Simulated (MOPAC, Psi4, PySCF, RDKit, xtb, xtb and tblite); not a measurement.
Two geometries of SMILES CO[SiH2]C(C)C, relaxed at GFN2-xTB with one dihedral held; other torsions can differ between them too.

Structure A

```
18

C      3.1187     0.5589     0.2751
O      1.7375     0.5274     0.0904
Si     0.6812    -0.7041     0.0391
C     -0.5904    -0.4485     1.4375
C      0.0473    -0.5481     2.8234
C     -1.7405    -1.4429     1.3149
H      3.4072     1.5874     0.4984
H      3.6326     0.2336    -0.6337
H      3.4262    -0.0872     1.0999
H      0.0599    -0.6301    -1.2831
H      1.3460    -2.0022     0.2138
H     -1.0129     0.5583     1.3423
H      0.4595    -1.5427     2.9855
H     -0.6908    -0.3573     3.6023
H      0.8498     0.1789     2.9309
H     -2.4892    -1.2687     2.0870
H     -2.2224    -1.3552     0.3442
H     -1.3763    -2.4627     1.4195
```

Structure B

```
18

C     -3.0671     0.5939     0.6435
O     -1.7289     0.5917     0.2482
Si    -0.7667    -0.6199    -0.2455
C     -1.6510    -1.8694    -1.3951
C     -2.2036    -1.1901    -2.6489
C     -0.7292    -3.0188    -1.7963
H     -3.4179     1.6273     0.6385
H     -3.6862     0.0023    -0.0344
H     -3.1697     0.1883     1.6537
H     -0.2668    -1.3797     0.9096
H      0.2641     0.1547    -0.9208
H     -2.5003    -2.3065    -0.8534
H     -1.3909    -0.7868    -3.2497
H     -2.7580    -1.9006    -3.2625
H     -2.8713    -0.3700    -2.3918
H     -1.2552    -3.7351    -2.4268
H     -0.3575    -3.5424    -0.9190
H      0.1263    -2.6409    -2.3518
```

Task: Which is lower in energy at the level Psi4 with B3LYP-D3(BJ)/def2-SVP // GFN2-xTB, and by how much?

Result: A is lower, by 1.86 kJ/mol (dihedral C1–O2–Si3–C4: 120° in A, 40° in B).

E(B) − E(A) in kJ/mol at the other levels, on the same two geometries: GFN2-xTB (xtb and tblite) -1.96; MMFF94 // GFN2-xTB (RDKit) 2.43; B3LYP/def2-SVP // GFN2-xTB (Psi4) 3.44; PBE/def2-SVP // GFN2-xTB (Psi4) 2.36; PBE-D3(BJ)/def2-SVP // GFN2-xTB (Psi4) 1.37; UFF // GFN2-xTB (RDKit) 1.38; PM3, restricted, heats of formation // GFN2-xTB (MOPAC) -1.16; PM6, restricted, heats of formation // GFN2-xTB (MOPAC) -3.83; GFN1-xTB // GFN2-xTB (xtb) -1.09; restricted B3LYP/6-31G*, spherical d, density fitting // GFN2-xTB (PySCF) 1.98; restricted Hartree-Fock/6-31G*, spherical d, density fitting // GFN2-xTB (PySCF) 4.12; restricted MP2 (frozen core)/6-31G*, spherical d // GFN2-xTB (PySCF) 1.10; restricted Hartree-Fock/LANL2DZ, with its core potentials past Ne // GFN2-xTB (PySCF) 5.89.
